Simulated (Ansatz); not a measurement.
Nudged elastic band run: C2H6BNS

Input:

```yaml
crystal:
  periodic: [false, false, false]
  atoms:
    - { symbol: C, position_ang: [-0.981132, 0.723499, 0.957414] }
    - { symbol: C, position_ang: [0.204004, -0.098454, 0.502026] }
    - { symbol: "N", position_ang: [1.21368, 0.582328, -0.337569] }
    - { symbol: B, position_ang: [0.589308, -0.464542, -0.950396] }
    - { symbol: S, position_ang: [0.59907, -1.47105, -2.442997] }
    - { symbol: H, position_ang: [-0.71433, 1.378802, 1.792371] }
    - { symbol: H, position_ang: [-1.359235, 1.348333, 0.146809] }
    - { symbol: H, position_ang: [-1.791277, 0.070681, 1.293291] }
    - { symbol: H, position_ang: [0.605684, -0.74784, 1.282697] }
    - { symbol: H, position_ang: [2.134371, 0.882266, -0.096334] }
    - { symbol: H, position_ang: [-0.434943, -2.261222, -2.126812] }
magnetization:
  spin_polarized: true
basis:
  gaussian: { orbitals: cc-pVDZ }
hamiltonian:
  xc: hf
neb:
  order_check: false
  images: 7
  f_tol: 0.05
  max_iterations: 60
  final_atoms:
    - { symbol: C, position_ang: [-1.11018956, 0.69379501, 1.10607507] }
    - { symbol: C, position_ang: [-0.22362638, 0.02373699, 0.12952323] }
    - { symbol: "N", position_ang: [1.24278818, 0.38387609, -0.11318047] }
    - { symbol: B, position_ang: [0.38531194, -0.73384354, -0.83173059] }
    - { symbol: S, position_ang: [0.83097748, -1.9222774, -2.14012514] }
    - { symbol: H, position_ang: [-0.74473484, 0.60315033, 2.13484812] }
    - { symbol: H, position_ang: [-1.23900316, 1.76039365, 0.8918978] }
    - { symbol: H, position_ang: [-2.09570505, 0.22831915, 1.06459337] }
    - { symbol: H, position_ang: [1.46488789, 1.25275673, -0.57202938] }
    - { symbol: H, position_ang: [1.92797772, 0.15278392, 0.58819804] }
    - { symbol: H, position_ang: [-0.37348422, -2.49988993, -2.23757004] }
  initial_path:
    images:
      - { positions_ang: [[-0.981132, 0.723499, 0.957414], [0.204004, -0.098454, 0.502026], [1.21368, 0.582328, -0.337569], [0.589308, -0.464542, -0.950396], [0.59907, -1.47105, -2.442997], [-0.71433, 1.378802, 1.792371], [-1.359235, 1.348333, 0.146809], [-1.791277, 0.070681, 1.293291], [0.605684, -0.74784, 1.282697], [2.134371, 0.882266, -0.096334], [-0.434943, -2.261222, -2.126812]] }
      - { positions_ang: [[-0.98144692, 0.65521234, 0.94434398], [0.23438278, -0.11565729, 0.5467687], [1.19913665, 0.58742166, -0.29806226], [0.60436244, -0.52937131, -0.89988229], [0.54285059, -1.60831696, -2.36338456], [-0.77405088, 1.34062864, 1.78011799], [-1.35515156, 1.27565415, 0.11008363], [-1.77848481, -0.01243968, 1.25511561], [0.74321241, -0.37222024, 1.24494271], [2.14681832, 0.75485884, -0.05090017], [-0.51642903, -2.03296915, -2.24864334]] }
      - { positions_ang: [[-0.98176183, 0.58692569, 0.93127395], [0.26476156, -0.13286057, 0.5915114], [1.1845933, 0.59251532, -0.25855552], [0.61941688, -0.59420062, -0.84936858], [0.48663118, -1.74558393, -2.28377213], [-0.83377176, 1.30245528, 1.76786499], [-1.35106811, 1.2029753, 0.07335827], [-1.76569262, -0.09556036, 1.21694022], [0.88074082, 0.00339952, 1.20718841], [2.15926564, 0.62745167, -0.00546634], [-0.59791506, -1.8047163, -2.37047468]] }
      - { positions_ang: [[-0.98207675, 0.51863903, 0.91820393], [0.29514034, -0.15006386, 0.6362541], [1.17004995, 0.59760898, -0.21904878], [0.63447132, -0.65902993, -0.79885487], [0.43041177, -1.88285089, -2.20415969], [-0.89349264, 1.26428192, 1.75561198], [-1.34698467, 1.13029645, 0.0366329], [-1.75290043, -0.17868104, 1.17876483], [1.01826923, 0.37901928, 1.16943412], [2.17171296, 0.50004451, 0.0399675], [-0.67940108, -1.57646345, -2.49230602]] }
      - { positions_ang: [[-0.98239167, 0.45035237, 0.90513391], [0.32551912, -0.16726715, 0.68099681], [1.1555066, 0.60270264, -0.17954204], [0.64952576, -0.72385923, -0.74834117], [0.37419237, -2.02011786, -2.12454726], [-0.95321352, 1.22610856, 1.74335898], [-1.34290122, 1.0576176, -9.246e-05], [-1.74010824, -0.26180171, 1.14058944], [1.15579764, 0.75463904, 1.13167983], [2.18416028, 0.37263735, 0.08540133], [-0.76088711, -1.3482106, -2.61413736]] }
      - { positions_ang: [[-1.01434114, 0.51121303, 0.9553692], [0.18823274, -0.11951611, 0.54312841], [1.17732699, 0.547996, -0.16295165], [0.5834723, -0.72635531, -0.76918852], [0.48838865, -1.99565774, -2.12844173], [-0.90109385, 1.070369, 1.84123126], [-1.31692671, 1.23331161, 0.2229051], [-1.82900744, -0.1392715, 1.12159042], [1.2330702, 0.87916846, 0.70575253], [2.12011464, 0.31767399, 0.21110051], [-0.66403639, -1.63613043, -2.51999553]] }
      - { positions_ang: [[-1.04629062, 0.57207369, 1.00560449], [0.05094637, -0.07176508, 0.40526002], [1.19914739, 0.49328937, -0.14636125], [0.51741885, -0.72885139, -0.79003588], [0.60258492, -1.97119763, -2.1323362], [-0.84897418, 0.91462944, 1.93910355], [-1.29095219, 1.40900562, 0.44590267], [-1.91790664, -0.01674128, 1.10259141], [1.31034277, 1.00369789, 0.27982523], [2.056069, 0.26271063, 0.33679969], [-0.56718566, -1.92405027, -2.4258537]] }
      - { positions_ang: [[-1.07824009, 0.63293435, 1.05583978], [-0.08634001, -0.02401405, 0.26739162], [1.22096778, 0.43858273, -0.12977086], [0.45136539, -0.73134746, -0.81088324], [0.7167812, -1.94673751, -2.13623067], [-0.79685451, 0.75888989, 2.03697583], [-1.26497768, 1.58469964, 0.66890023], [-2.00680585, 0.10578894, 1.08359239], [1.38761533, 1.12822731, -0.14610207], [1.99202336, 0.20774728, 0.46249886], [-0.47033494, -2.2119701, -2.33171187]] }
      - { positions_ang: [[-1.11018956, 0.69379501, 1.10607507], [-0.22362638, 0.02373699, 0.12952323], [1.24278818, 0.38387609, -0.11318047], [0.38531194, -0.73384354, -0.83173059], [0.83097748, -1.9222774, -2.14012514], [-0.74473484, 0.60315033, 2.13484812], [-1.23900316, 1.76039365, 0.8918978], [-2.09570505, 0.22831915, 1.06459337], [1.46488789, 1.25275673, -0.57202938], [1.92797772, 0.15278392, 0.58819804], [-0.37348422, -2.49988993, -2.23757004]] }
```

Launched with:

```bash
$ ansatz run input.yaml --threads 2 --pin off --max-ram 3072MiB --backend cpu --events-out ev --progress --plain --runs-dir out
```

Output, in part (warnings, iteration lines, the closing report on the highest movable image, with atoms numbered from 0):

```
NEB end point (image 0): max|allowed force component| = 1.427e-2 eV/Å (the criterion of neb.relax_end_points is 1.000e-2)
NEB end point (image 8): max|allowed force component| = 1.570e-2 eV/Å (the criterion of neb.relax_end_points is 1.000e-2)
NEB iter   1: max|band force component| = 4.549e1 eV/Å  barrier→ = 11.7136 eV  barrier← = 10.3363 eV  Δτ_max = 0.1991 Å  (630 SCF iters)
NEB iter   2: max|band force component| = 5.675e0 eV/Å  barrier→ = 4.7576 eV  barrier← = 3.3802 eV  Δτ_max = 0.2000 Å  (335 SCF iters)
NEB iter   3: max|band force component| = 3.676e0 eV/Å  barrier→ = 4.3052 eV  barrier← = 2.9278 eV  Δτ_max = 0.1932 Å  (265 SCF iters)
NEB iter   4: max|band force component| = 2.238e0 eV/Å  barrier→ = 4.1149 eV  barrier← = 2.7376 eV  Δτ_max = 0.1988 Å  (327 SCF iters)
NEB iter   5: max|band force component| = 2.416e0 eV/Å  barrier→ = 3.9343 eV  barrier← = 2.5569 eV  Δτ_max = 0.1022 Å  (259 SCF iters)
NEB iter   6: max|band force component| = 1.755e0 eV/Å  barrier→ = 3.5873 eV  barrier← = 2.2099 eV  Δτ_max = 0.0995 Å  (372 SCF iters)
NEB iter   7: max|band force component| = 2.365e0 eV/Å  barrier→ = 3.1894 eV  barrier← = 1.8121 eV  Δτ_max = 0.0502 Å  (266 SCF iters)
NEB iter   8: max|band force component| = 1.988e0 eV/Å  barrier→ = 3.0549 eV  barrier← = 1.6776 eV  Δτ_max = 0.1008 Å  (244 SCF iters)
NEB iter   9: max|band force component| = 1.874e0 eV/Å  barrier→ = 2.7999 eV  barrier← = 1.4226 eV  Δτ_max = 0.0991 Å  (249 SCF iters)
NEB iter  10: max|band force component| = 1.775e0 eV/Å  barrier→ = 2.5572 eV  barrier← = 1.1799 eV  Δτ_max = 0.0998 Å  (246 SCF iters)
NEB iter  11: max|band force component| = 1.792e0 eV/Å  barrier→ = 2.4150 eV  barrier← = 1.0377 eV  Δτ_max = 0.0996 Å  (291 SCF iters)
NEB iter  12: max|band force component| = 9.454e-1 eV/Å  barrier→ = 2.2363 eV  barrier← = 0.8590 eV  Δτ_max = 0.1980 Å  (249 SCF iters)
NEB iter  13: max|band force component| = 1.334e0 eV/Å  barrier→ = 2.5799 eV  barrier← = 1.2026 eV  Δτ_max = 0.1007 Å  (309 SCF iters)
NEB iter  14: max|band force component| = 1.629e0 eV/Å  barrier→ = 2.5549 eV  barrier← = 1.1776 eV  Δτ_max = 0.1013 Å  (308 SCF iters)
NEB iter  15: max|band force component| = 2.759e0 eV/Å  barrier→ = 2.4285 eV  barrier← = 1.0512 eV  Δτ_max = 0.0500 Å  (309 SCF iters)
NEB iter  16: max|band force component| = 2.127e0 eV/Å  barrier→ = 2.3329 eV  barrier← = 0.9555 eV  Δτ_max = 0.1010 Å  (302 SCF iters)
NEB iter  17: max|band force component| = 1.355e0 eV/Å  barrier→ = 2.1289 eV  barrier← = 0.7516 eV  Δτ_max = 0.2000 Å  (281 SCF iters)
NEB iter  18: max|band force component| = 7.881e-1 eV/Å  barrier→ = 1.5732 eV  barrier← = 0.1958 eV  Δτ_max = 0.2000 Å  (337 SCF iters)
NEB iter  19: max|band force component| = 1.017e0 eV/Å  barrier→ = 1.6117 eV  barrier← = 0.2344 eV  Δτ_max = 0.1008 Å  (304 SCF iters)
NEB iter  20: max|band force component| = 6.517e-1 eV/Å  barrier→ = 1.5056 eV  barrier← = 0.1282 eV  Δτ_max = 0.1001 Å  (293 SCF iters)
NEB iter  21: max|band force component| = 6.133e-1 eV/Å  barrier→ = 1.4657 eV  barrier← = 0.0884 eV  Δτ_max = 0.1008 Å  (300 SCF iters)
NEB iter  22: max|band force component| = 7.743e-1 eV/Å  barrier→ = 1.4628 eV  barrier← = 0.0855 eV  Δτ_max = 0.1005 Å  (286 SCF iters)
NEB iter  23: max|band force component| = 5.719e-1 eV/Å  barrier→ = 1.4651 eV  barrier← = 0.0878 eV  Δτ_max = 0.1011 Å  (283 SCF iters)
NEB iter  24: max|band force component| = 7.144e-1 eV/Å  barrier→ = 1.4672 eV  barrier← = 0.0899 eV  Δτ_max = 0.1003 Å  (315 SCF iters)
NEB iter  25: max|band force component| = 6.042e-1 eV/Å  barrier→ = 1.4684 eV  barrier← = 0.0910 eV  Δτ_max = 0.2000 Å  (286 SCF iters)
NEB iter  26: max|band force component| = 7.153e-1 eV/Å  barrier→ = 1.4666 eV  barrier← = 0.0893 eV  Δτ_max = 0.1007 Å  (292 SCF iters)
NEB iter  27: max|band force component| = 7.569e-1 eV/Å  barrier→ = 1.4631 eV  barrier← = 0.0857 eV  Δτ_max = 0.0502 Å  (328 SCF iters)
NEB iter  28: max|band force component| = 2.527e-1 eV/Å  barrier→ = 1.4629 eV  barrier← = 0.0856 eV  CI = image 7  Δτ_max = 0.1007 Å  (265 SCF iters)
NEB iter  29: max|band force component| = 1.605e-1 eV/Å  barrier→ = 1.4683 eV  barrier← = 0.0910 eV  CI = image 7  Δτ_max = 0.1001 Å  (279 SCF iters)
NEB iter  30: max|band force component| = 2.184e-1 eV/Å  barrier→ = 1.4684 eV  barrier← = 0.0910 eV  CI = image 7  Δτ_max = 0.1001 Å  (280 SCF iters)
NEB iter  31: max|band force component| = 3.347e-1 eV/Å  barrier→ = 1.4683 eV  barrier← = 0.0909 eV  CI = image 7  Δτ_max = 0.1001 Å  (274 SCF iters)
NEB iter  32: max|band force component| = 3.232e-1 eV/Å  barrier→ = 1.4682 eV  barrier← = 0.0909 eV  CI = image 7  Δτ_max = 0.1997 Å  (313 SCF iters)
NEB iter  33: max|band force component| = 6.139e-1 eV/Å  barrier→ = 1.4682 eV  barrier← = 0.0909 eV  CI = image 7  Δτ_max = 0.2000 Å  (262 SCF iters)
NEB iter  34: max|band force component| = 4.808e-1 eV/Å  barrier→ = 1.4682 eV  barrier← = 0.0909 eV  CI = image 7  Δτ_max = 0.2000 Å  (265 SCF iters)
NEB iter  35: max|band force component| = 4.263e-1 eV/Å  barrier→ = 1.4682 eV  barrier← = 0.0909 eV  CI = image 7  Δτ_max = 0.1990 Å  (285 SCF iters)
NEB iter  36: max|band force component| = 9.669e-1 eV/Å  barrier→ = 1.4682 eV  barrier← = 0.0909 eV  CI = image 7  Δτ_max = 0.0999 Å  (266 SCF iters)
NEB iter  37: max|band force component| = 2.649e-1 eV/Å  barrier→ = 1.4682 eV  barrier← = 0.0909 eV  CI = image 7  Δτ_max = 0.0726 Å  (250 SCF iters)
NEB iter  38: max|band force component| = 1.776e-1 eV/Å  barrier→ = 1.4682 eV  barrier← = 0.0909 eV  CI = image 7  Δτ_max = 0.1982 Å  (268 SCF iters)
NEB iter  39: max|band force component| = 9.382e-2 eV/Å  barrier→ = 1.4682 eV  barrier← = 0.0909 eV  CI = image 7  Δτ_max = 0.1150 Å  (243 SCF iters)
NEB iter  40: max|band force component| = 8.117e-2 eV/Å  barrier→ = 1.4682 eV  barrier← = 0.0909 eV  CI = image 7  Δτ_max = 0.0709 Å  (243 SCF iters)
NEB iter  41: max|band force component| = 4.506e-2 eV/Å  barrier→ = 1.4682 eV  barrier← = 0.0909 eV  CI = image 7  Δτ_max = 0.0000 Å  (1109 SCF iters)
Total energy: -15125.67043366 eV, -555.8581358895 hartree
Atom 0 at    -1.152168     0.682659     1.080219 Å, force     0.000006    -0.000002    -0.000006 eV/Å
Atom 1 at    -0.227276     0.041619     0.106473 Å, force    -0.000005     0.000000     0.000003 eV/Å
Atom 2 at     1.286986     0.242597     0.046973 Å, force    -0.000003    -0.000002    -0.000001 eV/Å
Atom 3 at     0.390179    -0.666486    -0.887421 Å, force    -0.000000     0.000004     0.000003 eV/Å
Atom 4 at     0.837961    -1.737632    -2.292567 Å, force     0.000000    -0.000000    -0.000002 eV/Å
Atom 5 at    -0.599923     1.330596     1.763774 Å, force     0.000000     0.000001     0.000001 eV/Å
Atom 6 at    -1.905050     1.300250     0.582874 Å, force    -0.000001     0.000001     0.000001 eV/Å
Atom 7 at    -1.681598    -0.056146     1.688063 Å, force    -0.000000    -0.000000     0.000001 eV/Å
Atom 8 at     1.654342     1.123665    -0.274222 Å, force     0.000001     0.000001    -0.000001 eV/Å
Atom 9 at     1.865207    -0.156332     0.768718 Å, force     0.000000    -0.000000     0.000001 eV/Å
Atom 10 at    -0.403461    -2.161990    -2.562386 Å, force     0.000001    -0.000001     0.000001 eV/Å
Dipole moment:     0.171592     0.313833     0.350474 e Å
```

The forces met the threshold. The profile has 2 maxima (images 2, 7) with wells between them (image 3): this band takes more than one step, which may be the mechanism or a detour left from its start path. A vibrational analysis at the climbing image gives one clearly imaginary mode, 199i cm⁻¹: a first-order saddle point. The orbitals stay closed-shell, which can raise the energy where a bond breaks towards radicals; this wasn't checked here.

Final band (atoms are numbered from 1 in the order of the input):

```csv
image,path coordinate (Å),energy (eV),C2–H9 (Å),N3–H9 (Å)
0,0.00,0.00,1.09,2.18
1,2.07,0.10,1.09,2.17
2,4.15,0.60,1.09,3.19
3,6.22,0.44,1.09,2.84
4,8.29,0.46,1.09,2.54
5,10.36,0.60,2.79,1.00
6,12.44,0.64,2.75,1.00
7,14.51,1.47,2.20,1.01
8,16.13,1.38,2.20,1.01
```

The run took 12 min on 2 threads of AMD EPYC 7R43 64-Core Processor (Zen 3), on a shared host, peak memory 0.33 GiB.
